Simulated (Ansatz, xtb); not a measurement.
## BFHOSi: where a starting geometry ends

The starting geometry of this gas-phase doublet was built from a drawn formula by distance geometry and a force field; its bonds are those of `F[Si]1BO1`.

```yaml
atoms:
  - { symbol: B, position_ang: [-2.6093, 1.5700, -1.0452] }
  - { symbol: F, position_ang: [-3.2289, 0.4968, 1.6918] }
  - { symbol: O, position_ang: [-3.2724, 0.2938, -1.0549] }
  - { symbol: Si, position_ang: [-2.2903, 0.0891, 0.3438] }
  - { symbol: H, position_ang: [-1.9394, 2.3797, -1.6367] }
```

Q: Predict what becomes of its bonds when it is optimised with r2SCAN-D4/def2-SVP.

A: It keeps its bonds, and is `F[Si]1BO1`.

The energy falls by 0.86 eV over 9 steps:

```csv
step,E − E(last) (eV)
1,0.858
2,0.266
3,0.055
4,0.025
5,0.011
6,0.003
7,0.000
8,0.000
9,0.000
```

Final geometry (Å):

```xyz
5

B    -2.4005    1.4427   -1.0644
F    -3.2964    0.4720    1.6325
O    -3.2761    0.4843   -1.0216
Si   -2.2506    0.0133    0.4567
H    -2.1167    2.4170   -1.7045
```

From the same start GFN2-xTB ends elsewhere, differing in O3–Si4 (2.29 against 1.86 Å here).

No frequencies were run, so the end isn't proven a minimum. Open shells are spin-unrestricted. Run with Ansatz 0.2.0, 42 s on 1 thread of Intel(R) Xeon(R) Platinum 8375C CPU @ 2.90GHz (Ice Lake) (shared host).
